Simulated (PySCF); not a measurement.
## Ar (argon, neutral): PBE calculation

Configuration: [Ar], closed-shell 1S. Computed with PySCF 2.14 in x2c-TZVPPall with one added diffuse shell each of s, p, d type (6s6p4d1f, 51 functions), with scalar relativity by spin-free X2C-1e.

```json
{
 "Total energy": "-529.1557 hartree",
 "One-electron energy": "-730.7522 hartree",
 "Hartree (Coulomb) energy": "232.4660 hartree",
 "Exchange-correlation energy": "-30.8696 hartree",
 "⟨S²⟩": "0.0000",
 "⟨L²⟩": "0.000",
 "Sum of ⟨r⟩": "16.06 bohr",
 "Sum of ⟨r²⟩": "26.19 bohr²",
 "Langevin diamagnetic susceptibility": "-20.7 ×10⁻⁶ cm³/mol"
}
```

```tsv
shell	electrons	mean orbital energy (eV)	rms radius, mean of both spins (bohr)
1s	2	-3118.6	0.0992
2s	2	-296.84	0.451
2p	6	-229.76	0.420
3s	2	-24.296	1.52
3p	6	-10.279	1.83
```

Densities and radii are taken from the X2C orbitals without a picture-change correction, which distorts them close to the nucleus.
